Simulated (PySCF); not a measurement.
# Pb⁺ (lead, charge +1) across methods

[Xe] 4f14 5d10 6s1 6p1 7s1, high-spin 4P determinant (an excited configuration). Computed with PySCF 2.14 in aug-cc-pVQZ-PP with one added diffuse shell each of s, p, d, f, g type with ECP60MDF (8s8p6d4f3g, 117 functions), with a scalar-relativistic core potential. The B2PLYP total includes its PT2 part (frozen core); its orbital energies are those of the SCF part.

| method | E (hartree) | mean ε 6s α (eV) | mean ε 6p α (eV) | mean ε 7s α (eV) | Σ⟨r²⟩ (bohr²) | ⟨S²⟩ |
| --- | --- | --- | --- | --- | --- | --- |
| LDA | -191.7409 | -24.122 | -13.765 | -6.515 | 73.03 | 3.751 |
| PBE0 | -192.0383 | -25.114 | -14.693 | -6.826 | 73.89 | 3.751 |
| UHF | -191.11000 | -28.308 | -17.400 | -7.594 | 77.08 | 3.753 |
| TPSSh | -191.9758 | -24.250 | -14.051 | -6.543 | 73.71 | 3.751 |
| r2SCAN | -192.1174 | -24.255 | -14.032 | -6.412 | 73.89 | 3.753 |
| B2PLYP | -191.7222 | -26.256 | -15.590 | -6.983 | 75.23 | 3.751 |
| PBE | -192.0594 | -23.767 | -13.628 | -6.456 | 73.37 | 3.751 |
| BLYP | -192.0041 | -23.584 | -13.427 | -6.224 | 73.65 | 3.751 |

Energies and moments cover only the electrons outside the core potential. Spin-orbit coupling, absent here, splits the open shell strongly. The outer electron is Rydberg-like, and this basis confines it to a smaller radius and binds it less than a complete one would.
